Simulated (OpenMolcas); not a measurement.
**Sb2+: effect of correlating more closed shells**

| Item | Value |
| --- | --- |
| Program | OpenMolcas 26.06 |
| Basis | ANO-R2 [7s6p4d2f1g] |
| Scalar Hamiltonian | X2C, finite nucleus |
| Active space | 3 electrons in 9 orbitals (RAS2 5s 5p; RAS3 5d, at most 2 electrons) |
| State averaging | 2S+1 = 4 odd, 1 root; 2S+1 = 2 odd, 11 roots; 2S+1 = 4 even, 3 roots; 2S+1 = 2 even, 9 roots |
| Spin-orbit coupling | RASSI with atomic mean-field integrals over the reference wave functions, term energies averaged over their components |

Methods on the same reference wave functions:
A. RASSCF
B. MS-RASPT2, IPEA 0.25 Eh, imaginary shift 0.1 Eh (closed shells correlated: 4d)
C. MS-RASPT2, IPEA 0.25 Eh, imaginary shift 0.1 Eh (closed shells correlated: 4s 4p 4d)

Energies in cm⁻¹ above 5s² 5p ²P°_1/2, the measured ground level; measured values from Moore, Atomic Energy Levels, vol. III, NSRDS-NBS 35 (1971 reprint of NBS Circular 467, 1958).

```tsv
Level	A	B	C	Measured
5s² 5p ²P°_1/2	0.0	0.0	0.0	0.0
5s² 5p ²P°_3/2	5625	5670	5680	6576
5s 5p² ⁴P_1/2	51718	57730	58030	
5s 5p² ⁴P_3/2	54073	60150	60460	
5s 5p² ⁴P_5/2	57097	63120	63420	64356
5s 5p² ²D_3/2	74245	77330	77510	76523
5s 5p² ²D_5/2	74939	78160	78340	77792
```

Deviations, from unrounded energies. A percentage is the sum of absolute deviations over the sum of measured energies, with the sign that they share, or ± where signs differ.

| Against measurement | Levels | A | B | C |
| --- | --- | --- | --- | --- |
| mean absolute deviation (cm-1) | 4 | 3300 | 830 | 840 |
| fine structure of the ground term (%) | 1 | -14.5 | -13.7 | -13.7 |
| other configurations (%) | 3 | -5.7 | ±1.1 | ±1.1 |

B, C lie about equally close to measurement and A furthest from it. The largest miss of B in the table is 5s 5p² ⁴P_5/2, by -1200 cm-1. The ranking rests on the paired levels alone, and a cruder setting can come out closer through cancelling errors.

Between B and C the level of the table that moves most is 5s 5p² ⁴P_3/2, by 310 cm-1 (lowest in B, highest in C). Moves below CASPT2's spread within the term are not significant.

The mean deviations of B to C differ by less than CASPT2's widest spread within a term (98 cm-1), so their order carries little weight.

The lowest spin-free term lies below A's lowest term by 0.447 hartree in B, 0.651 hartree in C.

What an inner shell adds also hangs on whether the basis holds functions to correlate it.

CASPT2 does not keep the components of a term degenerate, so their means are used; among the terms shown or strongly mixed into the levels shown the widest spread is 98 cm-1 (5s 5p² ²D, B). Active for correlation alone: 5d; no level in the range computed is led by a configuration that fills it, so any true level of that kind is missing. Some terms mix strongly with configurations of 5d, whose occupation reaches 0.16 (5s 5p² ²D). Measured partners are found by configuration, term and J. A level has none where our copy of the source lacks it or the pairing is in doubt (some pairs that miss far off the trend of their configuration count as doubtful), and it then counts in no deviation. Only configurations of the active space appear. Levels that lie high or do not pair safely by name in every column are left out.

° marks odd parity.
